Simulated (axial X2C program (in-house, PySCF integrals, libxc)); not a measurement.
CoC: nuclear properties from DFT to coupled cluster

Calculated with an in-house all-electron X2C program for linear molecules (integrals from PySCF): two-component X2C with atomic mean-field Coulomb and Gaunt terms, Gaussian nuclei, basis Co dyall-acv3z, C dyall-av3z with contracted cores.

R = 1.678 Å (near the PBE0 minimum at charge 0 of the determinant lowest at the starting distance; the state shown can have its own minimum elsewhere); state Ω = 5/2 (⟨Sz⟩ = 0.50, ⟨Lz⟩ = 2.00 at PBE0).

| level | Eeff magnitude (GV/cm) | Ws magnitude Co (kHz) | A∥/gI Co (MHz) | qzz Co (a.u.) | A∥/gI C (MHz) | μ (D) |
| --- | --- | --- | --- | --- | --- | --- |
| PBE0 | 0.61 | 0.114 | 598 | -0.34 | 11.2 | -2.40 |
| HF | 2.03 | 0.336 | 604 | -2.07 | -13.5 | -0.86 |
| B3LYP | 0.239 | 0.0533 | 546 | -0.26 | 5.57 | -2.32 |

Eeff is the effective electric field on the electron electric dipole moment in this Ω state and Ws the scalar–pseudoscalar constant of the nucleus named (defined with the proton number Z and per Ω); A∥ (defined per Ω) follows by multiplying with gI = μI/(I μN); qzz is the electric field gradient, eQq0 = 234.96 MHz × Q/barn × qzz; μ is positive if the C end (last atom) is positive. The operators were transformed with the bare-nucleus X2C matrices; with these basis sets, hyperfine constants and field gradients can be off by tens of per cent, and where levels differ in sign neither size nor sign is settled.

Finite-field MP2, CCSD and CCSD(T), with 21 electrons correlated in 130 natural virtual spinors (MP2 remainder added):

```tsv
level	Eeff magnitude (GV/cm)	Ws magnitude Co (kHz)	A∥/gI Co (MHz)	qzz Co (a.u.)	A∥/gI C (MHz)	μ (D)
MP2	2.05	0.348	673	-0.96	3.83	-1.28
CCSD	1.67	0.284	615	-0.50	8.97	-1.35
CCSD(T)	1.47	0.252	594	-0.18	9.25	-1.41
```

T1 = 0.065 (Lee–Taylor), a sign of multireference character. One unrestricted determinant, the lowest of a limited PBE0 search, is the reference; the functionals treat spin collinearly. Eeff spreads by more than a factor of two over the levels. Correlation of the inner shells is missing, which matters for properties at the nucleus. Number of frozen shells: Co 2 s, 1 p; C 1 s.

By how much does correlation change each value, CCSD(T) against HF?

Eeff magnitude -28 %; Ws magnitude Co -25 %; A∥/gI Co -2 %; qzz Co -91 %; A∥/gI C from -13.5 to 9.25, a change of sign; μ 64 %.
